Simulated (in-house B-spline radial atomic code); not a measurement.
Configurations of Cu, with energies counted from [Ar] 3d10 4s1. Computed with a radial B-spline atomic code at the basis-set limit: Dirac-Hartree-Fock, average of configuration, Fermi nucleus of rms radius 3.8823 fm. Energies include first-order Breit, QED and recoil terms.

Occupations are held fixed; configurations that lie above the ionisation limit could autoionise.

```json
{"configuration": "[Ar] (3d3/2)4 (3d5/2)5 4s1 (5p1/2)1", "E - E(ref) (eV)": "5.7821", "highest orbital": "5p1/2", "its <r> (bohr)": "11.7"}
{"configuration": "[Ar] (3d3/2)4 (3d5/2)5 4s1 (8p1/2)1", "E - E(ref) (eV)": "7.0309", "highest orbital": "8p1/2", "its <r> (bohr)": "51.49"}
{"configuration": "[Ar] (3d3/2)3 (3d5/2)6 4s1 (8d5/2)1", "E - E(ref) (eV)": "7.3887", "highest orbital": "8d5/2", "its <r> (bohr)": "70.19"}
{"configuration": "[Ne] 3s2 (3p1/2)1 (3p3/2)4 3d10 4s1 (7f7/2)1", "E - E(ref) (eV)": "85.359", "highest orbital": "7f7/2", "its <r> (bohr)": "67.46"}
```

Task: Order these further configurations by energy, lowest first.
A. [Ar] 3d10 (6g9/2)1
B. [Ar] (3d3/2)3 (3d5/2)6 4s1 (6p1/2)1
C. [Ne] 3s2 (3p1/2)1 (3p3/2)4 3d10 4s1 (4p3/2)1
D. [Ar] 3d10 (6p3/2)1
E. [Ar] 3d10 (4d5/2)1

Result: E (5.0623 eV), D (5.7249 eV), A (6.1825 eV), B (6.775 eV), C (81.393 eV).
